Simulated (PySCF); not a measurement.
Open-shell species derived from `C1=CC=CCC=C1`. All by UKS B3LYP (pcH-1 on C H) in PySCF, non-relativistic with spin–orbit coupling as a perturbation, on GFN2-xTB geometries; isolated species, one conformer each; SCF stability not tested. Couplings are magnitudes for isotopes of over 50 % abundance, averaged over nuclei equivalent by connectivity (but not across a short bond from an atom whose three angles sum to over 350°); populations are Mulliken's. Couplings are sensitive to structure, and on GFN2-xTB geometries they can be far from those on DFT ones.

```csv
species,change,⟨S²⟩,g1,g2,g3,largest spin population on,largest couplings
[C]1=CCC=CC=C1,H removed from sp2 C,0.790,2.0021,2.0023,2.0026,carbon bonded to 2 C (0.81),"1 × 1H 61 MHz, 1 × 1H 48 MHz, 2 × 1H 16 MHz, 1 × 1H 14 MHz, and 2 smaller"
[CH]1C=CC=CCC1,H added to sp2 C,0.788,2.0021,2.0027,2.0027,carbon bonded to 2 C and H (0.55),"1 × 1H 36 MHz, 4 × 1H 32 MHz, 2 × 1H 29 MHz, 2 × 1H 12 MHz"
[C]1=CC=CC=CC1,H removed from sp2 C,0.762,2.0016,2.0022,2.0027,carbon bonded to 2 C (0.98),"1 × 1H 75 MHz, 2 × 1H 60 MHz, 1 × 1H 11 MHz, 1 × 1H 10 MHz, and 2 smaller"
```

(1) Predict the same entries for `[C]1=CC=CCC=C1` [radical] (H removed from sp2 C).

(2) How many first-order lines does each doublet give under fast tumbling, over what width, and where is its centre at 9.5 GHz?

## Answers

(1) ⟨S²⟩: 0.771; g1: 2.0017; g2: 2.0023; g3: 2.0028; largest spin population on: carbon bonded to 2 C (0.93); largest couplings: 1 × 1H 86 MHz, 1 × 1H 40 MHz, 1 × 1H 13 MHz, 2 × 1H 12 MHz, and 2 smaller. Largest spin populations (Mulliken): C1 (+0.93), C6 (+0.25), C2 (-0.14) and C7 (-0.14). (Numbering: [C:1]1=[CH:2][CH:3]=[CH:4][CH2:5][CH:6]=[CH:7]1 (hydrogens: H8 on C2; H9 on C3; H10 on C4; H11, H12 on C5; H13 on C6; H14 on C7).)

(2) 
```tsv
species	lines	width (mT)	centre (mT)
[C]1=CC=CCC=C1	96	6.3	338.99
[C]1=CCC=CC=C1	96	6.4	338.98
[CH]1C=CC=CCC1	90	8.8	338.95
[C]1=CC=CC=CC1	96	8.1	339.01
```

Splittings under 0.05 mT aren't counted.

Means can hide wide spreads in the frozen geometry: [CH]1C=CC=CCC1, 4 × 1H from 13 to 51 MHz (mean 32); [C]1=CC=CCC=C1, 2 × 1H from 0 to 25 MHz (mean 12); [C]1=CC=CC=CC1, 2 × 1H from 49 to 71 MHz (mean 60). The drawing needn't show where the spin sits: the atom drawn as the radical centre holds a spin population of 0.47 in [CH]1C=CC=CCC1.
